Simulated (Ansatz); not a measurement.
Match the barriers

Saddle point of Si$_{3}$N$_{2}$H$_{10}$OF, doublet (Si₃N₂H₈F ([F][Si]([NH][SiH3])[NH][SiH3]) + H₂O → Si₂NH₅OF ([OH][Si]([F])[NH][SiH3]) + SiNH₅ ([NH2][SiH3]) (still joined by a long Si–N bond); bonds formed: Si1–O8, N2–H7; bonds broken: H7–O8; bonds weakened to dative contacts: Si1–N2), PBE0-D4/def2-TZVP structure:

Si1  (0.793, 0.373, 1.050)
N2  (0.771, -1.010, -0.213)
Si3  (0.458, -0.639, -1.901)
N4  (-0.598, 1.325, 0.564)
Si5  (-2.263, 0.850, 0.588)
F6  (0.263, -0.439, 2.337)
H7  (1.972, -1.028, 0.246)
O8  (2.570, -0.482, 1.165)
H9  (0.257, -1.815, 0.135)
H10  (1.310, 0.524, -2.245)
H11  (0.844, -1.812, -2.727)
H12  (-0.970, -0.323, -2.144)
H13  (-0.414, 2.314, 0.489)
H14  (-2.974, 1.201, 1.848)
H15  (-2.302, -0.628, 0.428)
H16  (-3.005, 1.481, -0.539)
H17  (3.288, 0.108, 0.918)
(Å)

Program: Ansatz 0.2.0. Basis: def2-TZVPP, with def2-QZVPP for the basis limit. Cores are frozen in the correlated methods; orbitals are unrestricted. Extrapolation: Hartree–Fock as exp(−7.88 √X), correlation as X^−2.97. Four methods, as single points on the PBE0-D4 structures, gave these electronic barriers from the start structure: 18.79, 20.77, 29.63, 41.27 kcal/mol.

The methods were, in alphabetical order, BHLYP-D4, HF, PBE-D4, r2SCAN-D4. Which gave which? (Judge from chemistry; the calculation decides.)

The calculation gives: PBE-D4 18.79; r2SCAN-D4 20.77; BHLYP-D4 29.63; HF 41.27 kcal/mol. For comparison, CCSD(T) at an estimated basis limit (MP2 extrapolated from triple and quadruple zeta, plus CCSD(T) − MP2 in triple zeta) gives 25.67 kcal/mol.

The T1 diagnostic stays at or below 0.014. ⟨S²⟩ of the unrestricted Hartree–Fock references: 0.75 to 0.76 (a pure state has 0.75).

The step is the kind of ligand exchange by which a precursor binds to a hydroxyl group, or is hydrolysed, in atomic layer deposition of oxides. Here a small cluster stands in for the surface site.

Labels in which every atom is bracketed show which atoms are joined, not bond orders.

For scale, one of the runs: CCSD(T)/def2-TZVPP, 390 basis functions, launched by `ansatz run in.yaml --threads 4 --pin off --events-out ev --progress --plain --max-ram 66560MiB --backend cuda --devices 0, --max-vram 37GiB`. Hardware: 4 CPU threads of an AMD EPYC 7R13 and a share of one NVIDIA H100, shared host. Wall time 110 s; peak host memory 1.7 GiB.
